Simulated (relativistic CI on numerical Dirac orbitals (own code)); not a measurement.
A reference radial Dirac CI calculation of Ne+ gave the lowest total energy -127.93596 Ha in 51 SCF steps, from this input:

```
atom Ne  Z=10  charge=1  electrons=9
nucleus A=20  rms_radius_fm=3.0055
hamiltonian dirac-coulomb  breit=on  qed=on  c_scale=1
orbitals kli  potential=per-configuration
slater_scale 1
correlation none
mixing on
grid step=0.0125 r_max=51.4
scf mixing=0.4 start=green max_iterations=150 tolerance=2e-08 node_fill=0.05
configurations
  [He] 2s2 2p5
  [He] 2s 2p6
  [He] 2s2 2p4 3s
  [He] 2s2 2p4 3p
  [He] 2s2 2p4 3d
end
```

One setting was then changed, and the output read:

```
SCF 1: [He] 2s2 2p5
 iter      energy (Ha)   residual   last orbital (Ha)
    1      -126.613337   7.74e-01     -2.74668
    2      -127.759708   3.06e-01     -1.98986
    3      -127.957841   2.54e-02     -1.57042
    4      -127.961141   1.55e-02     -1.61360
    5      -127.961334   1.75e-03     -1.59833
    6      -127.961326   8.69e-05     -1.59608
    7      -127.961326   8.59e-05     -1.59581
    8      -127.961327   1.14e-05     -1.59590
    9      -127.961327   3.38e-07     -1.59591
   10      -127.961327   1.57e-07     -1.59591
   11      -127.961327   4.17e-09     -1.59591
SCF 2: [He] 2s 2p6
 iter      energy (Ha)   residual   last orbital (Ha)
    1      -125.308634   8.19e-01     -2.74668
    2      -126.659919   3.09e-01     -1.93607
    3      -126.867774   2.97e-02     -1.51809
    4      -126.872048   1.99e-02     -1.56829
    5      -126.872457   1.94e-03     -1.54735
    6      -126.872461   6.30e-04     -1.54569
    7      -126.872460   3.17e-05     -1.54477
    8      -126.872461   1.36e-06     -1.54482
    9      -126.872461   4.22e-07     -1.54482
   10      -126.872461   7.09e-10     -1.54482
SCF 3: [He] 2s2 2p4 3s
 iter      energy (Ha)   residual   last orbital (Ha)
    1      -126.286378   6.28e-01     -0.61699
    2      -126.828300   2.71e-01     -0.54254
    3      -126.938887   1.93e-02     -0.49427
    4      -126.939977   1.45e-02     -0.48998
    5      -126.940235   1.90e-03     -0.48606
    6      -126.940224   1.46e-04     -0.48553
    7      -126.940226   2.38e-05     -0.48550
      ... 13 steps not shown
SCF 5: [He] 2s2 2p4 3d
 iter      energy (Ha)   residual   last orbital (Ha)
    1      -126.074103   6.11e-01     -0.25585
    2      -126.575361   2.61e-01     -0.23799
    3      -126.678066   2.01e-02     -0.22832
    4      -126.678677   1.09e-02     -0.22669
    5      -126.678811   1.07e-03     -0.22580
    6      -126.678826   1.30e-04     -0.22555
    7      -126.678826   5.90e-05     -0.22554
    8      -126.678825   8.20e-07     -0.22554
    9      -126.678825   2.09e-07     -0.22554
   10      -126.678825   7.02e-09     -0.22554
error: orbital 3d3/2 not found
end: not converged
```

Question: Which setting was changed?
A. end of the grid
B. charge
C. configuration list
D. speed of light

Answer: A. The end of the grid at 25.7 bohr.
